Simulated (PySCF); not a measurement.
## Pb(SH)4 relaxed at several levels

Computed with PySCF 2.14.0, def2-SVP on the ligands, density fitting, scalar-relativistic core potentials, no spin-orbit coupling, vacuum. Each row is relaxed at its own level from the same template. Distances are means of the shortest metal–ligand contacts, charges and spins Mulliken's; removal energies are rigid, with the ligand's formal charge and no counterpoise, so too large; for an anion taken off a cation in vacuum most of it is the attraction of opposite charges, and multiply charged cations can part far more cheaply with an electron moved from ligand to metal.

| level | basis on the metal | point group | M–SH (Å) | charge on M (e) | HOMO–LUMO gap (eV) | removal of one SH (eV) | strongest infrared band, degenerate modes summed (cm⁻¹) | unstable modes (below −25 cm⁻¹) |
| --- | --- | --- | --- | --- | --- | --- | --- | --- |
| B3LYP | def2-SVP with ECP60 | S4 | 2.548 | 0.53 | 3.47 | 8.98 | – | 1 (soft) |

What does the calculation give for PBE0, def2-SVP with ECP60?

point group: S4, M–SH (Å): 2.511, charge on M (e): 0.57, HOMO–LUMO gap (eV): 4.17, removal of one SH (eV): 9.19, strongest infrared band, degenerate modes summed (cm⁻¹): 321, unstable modes (below −25 cm⁻¹): 0.
```xyz
9

Pb    0.0000    0.0000   -0.0002
S     1.4679    1.5424    1.3317
H     2.5140    0.6887    1.2538
S    -1.4679   -1.5424    1.3317
H    -2.5140   -0.6887    1.2538
S     1.5427   -1.4674   -1.3323
H     0.6873   -2.5124   -1.2578
S    -1.5427    1.4674   -1.3323
H    -0.6873    2.5124   -1.2578
```

Members with unstable modes aren't minima as they stand: saddle points kept by symmetry or, where the modes are soft, flat surfaces and noise. Moved off a saddle point of the template and relaxed again: PBE0. One start shape was tried for each, so a minimum needn't be the lowest isomer.
